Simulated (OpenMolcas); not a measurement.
**Os VII: effect of the active space**

| Item | Value |
| --- | --- |
| Program | OpenMolcas |
| Method | SS-CASPT2 or its RAS form, IPEA 0.25 Eh, imaginary shift 0.1 Eh |
| Basis | ANO-RCC-VQZP |
| Scalar Hamiltonian | DKH2, point nucleus |
| Spin-orbit coupling | RASSI with atomic mean-field integrals over the reference wave functions, term energies averaged over their components |

A. 2 electrons in 5 orbitals (5d); 2S+1 = 3 even, 10 roots; 2S+1 = 1 even, 15 roots; closed shells correlated: 5s 5p; CASPT2 step roughly 18 core-seconds
B. 8 electrons in 8 orbitals (RAS1 5p, at most 2 holes; RAS2 5d); 2S+1 = 3 even, 10 roots; 2S+1 = 1 even, 15 roots; closed shells correlated: 5s; CASPT2 step about 26 core-seconds
C. 2 electrons in 10 orbitals (5d 6d); 2S+1 = 3 even, 10 roots; 2S+1 = 1 even, 15 roots; closed shells correlated: 5s 5p; CASPT2 step about 90 core-seconds

Energies in cm-1 above 5d2 3F2, the measured ground level; measured values from van het Hof, Joshi, Wyart and Sugar, J. Res. Natl. Inst. Stand. Technol. 100, 687 (1995).

```tsv
Level	A	B	C	Measured
5d2 3F2	0.0	0.0	0.0	0.0
5d2 3F3	10080	10530	10130	10308
5d2 3P0	16470	16530	16610	15837
5d2 3F4	17770	18400	17870	
5d2 3P1	22630	22980	22630	22098
5d2 1G4	31400	32020	31580	31274
5d2 3P2 [59 %]	33030	33900	33020	33127
5d2 1S0	58200	58660	58230	57710
```

Deviations, from unrounded energies. A percentage is the sum of absolute deviations over the sum of measured energies, with the sign that they share, or ± where signs differ.

```csv
Against measurement,Levels,A,B,C
mean absolute deviation (cm-1),6,350,710,400
fine structure of the ground term (%),1,-2.2,+2.1,-1.7
other terms of the ground configuration (%),5,±1.2,+2.5,±1.4
```

A lies closest to measurement on these levels and B furthest from it. The largest miss of A in the table is 5d2 3P0, by +630 cm-1. The ranking rests on the paired levels alone, and a cruder setting can come out closer through cancelling errors.

The two smallest mean deviations differ by little beside CASPT2's spread within terms, so their order carries little weight.

Among A to C the level of the table that moves most is 5d2 3P2 [59 %], by 870 cm-1 (lowest in C, highest in B). Moves below CASPT2's spread within the term are not significant.

CASPT2 does not keep the components of a term degenerate, so their means are used; among the terms shown or strongly mixed into the levels shown the widest spread is 590 cm-1 (5d2 1G, A). Active for correlation alone: 5p; no level in the range computed is led by a configuration that opens it, so any true level of that kind is missing (holds for B). Active for correlation alone: 6d; no level in the range computed is led by a configuration that fills it, so any true level of that kind is missing (holds for C). Measured partners are found by configuration, term and J. A level has none where our copy of the source lacks it or the pairing is in doubt (some pairs that miss far off the trend of their configuration count as doubtful), and it then counts in no deviation. Levels of configurations outside the active space are missing. The table leaves out levels that lie high or whose names do not pair safely across all columns.

A share in square brackets marks a mixed level and gives the weight of the term that names it, the lowest over the columns.
